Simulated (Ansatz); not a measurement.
Stepwise reaction of `[GeH2]` with methanol, as a gas-phase model of exchange steps in deposition or etching. ΔE in kJ/mol; ΔG adds harmonic PBE0-D4 terms to CCSD(T)/CBS, at 1 bar.

Computed with Ansatz on PBE0-D4/def2-TZVP structures; ΔE is electronic, products minus reactants. CBS: MP2 limit from def2 TZ/QZ plus the TZ coupled-cluster correction, frozen cores. This one scheme is used for every species. Functionals use def2-TZVPP. B3LYP here is the variant with VWN-RPA as its local correlation; programs differ in this. For Ge outer-core shells are correlated without core-valence functions, which leaves a few kJ/mol of doubt a bond. Scalar relativity is left out up to krypton. Each species was taken in one conformer, which may not be the lowest.

```csv
step,reaction,PBE-D4,B3LYP-D4,ωB97M-V,CCSD(T)/CBS,ΔG(600 K)
1,`[GeH2]` + CH₃OH → `C[O][GeH]` + H₂,-84.4,-81.2,-74.6,-77.2,-66.9
```

Question: Give the row of step 2, `C[O][GeH]` + CH₃OH → `C[O][Ge][O]C` + H₂. (Best estimate.)

Answer: Ansatz gave: 
| step | reaction | PBE-D4 | B3LYP-D4 | ωB97M-V | CCSD(T)/CBS | ΔG(600 K) |
| --- | --- | --- | --- | --- | --- | --- |
| 2 | `C[O][GeH]` + CH₃OH → `C[O][Ge][O]C` + H₂ | -91.3 | -92.5 | -89.0 | -91.8 | -87.0 |

Question: By hand: ΔE of the 2 steps together at CCSD(T)/CBS.

Answer: (-77.2) + (-91.8) = -169.0 kJ/mol, or -84.5 kJ/mol a step.

In ΔE each step is lower than the one before. All are downhill at CCSD(T)/CBS. ΔG lies between -87.0 and -66.9 kJ/mol a step. PBE-D4 differs from CCSD(T)/CBS by -7.2 to 0.5 kJ/mol a step. Isolated molecules leave out the surface, adducts and barriers. Largest T1 diagnostic: 0.016.
